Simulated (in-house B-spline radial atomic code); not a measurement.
Ionisation energies along the 26-electron series, configuration [Ar] 3d8, as differences of self-consistent energies. NIST's values go from ground level to ground level; the uncertainty of those that are theory runs from under 0.1 % in few-electron ions to several per cent in heavy many-electron ones. Computed with a B-spline radial code for spherical atoms: non-relativistic Hartree-Fock, average of the configuration, point nuclei.

This level leaves out relativity, spin-orbit splitting included, which matters for heavy ions.

```
  ion  configuration after  ionisation energy (eV)  IE/(q+1)² (eV)  -ε less Coulomb ΔSCF (eV)  tabulated value (eV)    tabulated kind  computed minus tabulated (eV)
Ag21+             [Ar] 3d7                  1022.2          2.1119                     3.3562                  1013  tabulated theory                            9.2
Cd22+             [Ar] 3d7                  1105.2          2.0892                     3.3589                  1095  tabulated theory                           10.2
In23+             [Ar] 3d7                  1191.2          2.0681                     3.3615                  1181  tabulated theory                           10.2
Sn24+             [Ar] 3d7                  1280.4          2.0486                      3.364                  1269  tabulated theory                           11.4
Sb25+             [Ar] 3d7                  1372.5          2.0304                     3.3665                  1360  tabulated theory                           12.5
Te26+             [Ar] 3d7                       ?               ?                          ?                     ?  tabulated theory                              ?
 I27+             [Ar] 3d7                       ?               ?                          ?                     ?  tabulated theory                              ?
Xe28+             [Ar] 3d7                       ?               ?                          ?                     ?  tabulated theory                              ?
Cs29+             [Ar] 3d7                  1771.6          1.9685                     3.3757                  1757  tabulated theory                           14.6
Ba30+             [Ar] 3d7                  1879.0          1.9553                     3.3778                  1864  tabulated theory                           15.0
La31+             [Ar] 3d7                  1989.4          1.9428                     3.3798                  1974  tabulated theory                           15.4
Ce32+             [Ar] 3d7                  2102.9           1.931                     3.3818                  2087  tabulated theory                           15.9
Pr33+             [Ar] 3d7                  2219.4          1.9199                     3.3838                  2202  tabulated theory                           17.4
```

Q: Fill in the row of Te26+.

A: ionisation energy (eV): 1467.7; IE/(q+1)² (eV): 2.0133; -ε less Coulomb ΔSCF (eV): 3.3689; tabulated value (eV): 1455; computed minus tabulated (eV): 12.7.

Q: Fill in the row of I27+.

A: ionisation energy (eV): 1566.0; IE/(q+1)² (eV): 1.9974; -ε less Coulomb ΔSCF (eV): 3.3712; tabulated value (eV): 1553; computed minus tabulated (eV): 13.0.

Q: Fill in the row of Xe28+.

A: ionisation energy (eV): 1667.3; IE/(q+1)² (eV): 1.9825; -ε less Coulomb ΔSCF (eV): 3.3735; tabulated value (eV): 1653; computed minus tabulated (eV): 14.3.
